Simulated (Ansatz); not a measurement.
## Relative stability

The two ends of one reaction step of BHCl₃F, closed shell (PBE0-D4/def2-TZVP).

A:

```tsv
atom	x (Å)	y (Å)	z (Å)
B1	0.4545	-0.8047	0.3075
F2	-1.3758	1.4492	-0.5750
Cl3	-0.0548	-1.9232	-0.9113
Cl4	-0.1626	-0.9016	1.9217
H5	-0.5118	1.7639	-0.6556
Cl6	1.6506	0.4163	-0.0873
```

B:

```
6
angstrom
B -0.7124 -0.7575 0.2461
F -1.3435 0.3192 -0.1662
Cl -0.2750 -1.9775 -0.9115
Cl -0.3836 -0.9486 1.9417
H 0.8615 2.0565 -0.7088
Cl 1.8530 1.3078 -0.4011
```

Ansatz 0.2.0; basis: def2-TZVPP; cores frozen in the correlated methods. B3LYP uses VWN-RPA correlation.

Q: Which structure is lower at CCSD(T), and by how much? (Judge from chemistry; the value comes from the calculation.)

A: By the calculation: B, by 58.9 kJ/mol (electronic energy, against the other). By their contacts, A is a complex of BCl₃ ([Cl][B]([Cl])[Cl]) + HF and B is a complex of BCl₂F ([F][B]([Cl])[Cl]) + HCl.

All methods give the same order:

```json
{"method": "SPW92", "E(B) − E(A) (kJ/mol)": "-52.7"}
{"method": "PBE-D4", "E(B) − E(A) (kJ/mol)": "-50.4"}
{"method": "BLYP-D4", "E(B) − E(A) (kJ/mol)": "-58.7"}
{"method": "r2SCAN-D4", "E(B) − E(A) (kJ/mol)": "-58.8"}
{"method": "B97M-V", "E(B) − E(A) (kJ/mol)": "-63.9"}
{"method": "PBE0-D4", "E(B) − E(A) (kJ/mol)": "-53.4"}
{"method": "B3LYP-D4", "E(B) − E(A) (kJ/mol)": "-61.4"}
{"method": "r2SCAN0-D4", "E(B) − E(A) (kJ/mol)": "-59.3"}
{"method": "BHLYP-D4", "E(B) − E(A) (kJ/mol)": "-66.0"}
{"method": "CAM-B3LYP-D4", "E(B) − E(A) (kJ/mol)": "-66.9"}
{"method": "wB97X-V", "E(B) − E(A) (kJ/mol)": "-60.8"}
{"method": "wB97M-V", "E(B) − E(A) (kJ/mol)": "-60.0"}
{"method": "B2PLYP", "E(B) − E(A) (kJ/mol)": "-60.6"}
{"method": "PBE-QIDH", "E(B) − E(A) (kJ/mol)": "-54.2"}
{"method": "RPA on PBE", "E(B) − E(A) (kJ/mol)": "-61.0"}
{"method": "HF", "E(B) − E(A) (kJ/mol)": "-78.9"}
{"method": "MP2", "E(B) − E(A) (kJ/mol)": "-50.7"}
{"method": "CCSD", "E(B) − E(A) (kJ/mol)": "-62.7"}
{"method": "CCSD(T)", "E(B) − E(A) (kJ/mol)": "-58.9"}
```

T1 diagnostic: at most 0.011.

Labels in which every atom is bracketed show which atoms are joined, not bond orders.

For scale, one of the runs: CCSD(T)/def2-TZVPP, 202 basis functions, launched by `ansatz run in.yaml --threads 4 --pin off --events-out ev --progress --plain --max-ram 9574MiB`. Time: 2.2 min of wall clock on 4 CPU threads of an Intel Xeon; the host was shared. Peak host memory: 2.4 GiB.
